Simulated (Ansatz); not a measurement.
# Abstraction of H: InH2F + SiH(CH3)(NH2) → InHF + SiH2(CH3)(NH2)

Gas-phase species: InH2F `[F][InH2]`, singlet; SiH(CH3)(NH2), doublet; InHF `[F][InH]`, doublet; SiH2(CH3)(NH2), singlet. A radical takes H: the energy is the difference in strength between the In–H bond broken and the Si–H bond made.

Shapes, held fixed at every level: PBE0-D4/def2-TZVP. Flexible molecules stand in one conformer, not always the lowest. Programs: Ansatz 0.2.0. The zero-point and thermal change to 298 K, harmonic and unscaled (PBE0-D4/def2-TZVP), is +3.2 kJ/mol.

Problem. Estimate ΔH(298 K) of this reaction.

Solution. The highest level, CCSD(T)/def2-TZVPP, gives ΔH(298 K) = -90.6 kJ/mol; the levels span -98.1 to -89.6. The column of differences is taken from that level and isn't an error. No measured value is set beside it here. Open shells run unrestricted. For atoms past krypton def2 sets carry core potentials with scalar relativity. Outer-core shells of In are correlated, in sets that cover them unevenly.

```tsv
level	kind	ΔH(298 K) (kJ/mol)	less CCSD(T)/def2-TZVPP
MP2/def2-SVP	perturbation theory	-92.0	-1.4
MP2/def2-TZVPP	perturbation theory	-92.1	-1.5
BHLYP-D4/def2-TZVPP	global hybrid	-98.1	-7.5
r2SCAN0-D4/def2-TZVPP	global hybrid	-89.6	+1.0
wB97M-V/def2-TZVPP	range-separated hybrid	-95.3	-4.7
B2PLYP/def2-TZVPP	double hybrid	-96.7	-6.1
CCSD(T)/def2-TZVPP	coupled cluster or CI	-90.6	0.0
```
